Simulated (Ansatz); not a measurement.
```xyz
7

Cl    2.110   -3.183    0.153
Zn    1.071   -1.346    0.080
N     0.526    0.430    0.050
C    -0.677    0.942   -0.687
C    -0.787    0.929    0.577
H    -0.981    1.130   -1.699
H    -1.262    1.098    1.525
```

Total charge 0; spin multiplicity 1.

Problem. List the B3LYP/def2-TZVPP orbital energies in eV (the Gaussian-basis code of Ansatz). (Best estimate.)

Solution. Computed: Occupied: -9450.31, -2761.66, -1149.51, -1012.90, -1012.89, -1012.82, -389.98, -278.45, -278.41, -256.39, -195.39, -195.28, -195.28, -132.16, -88.40, -88.38, -88.29, -26.16, -21.39, -17.82, -16.47, -14.98, -14.40, -14.39, -14.34, -14.34, -13.73, -10.99, -9.99, -9.55, -9.46, -8.28, -8.27, -5.20. Lowest empty: -1.28, -0.99, -0.14, -0.05, 1.57, 1.77, 2.04, 2.76.

B3LYP here is the variant with VWN-RPA as its local correlation; programs differ in this.
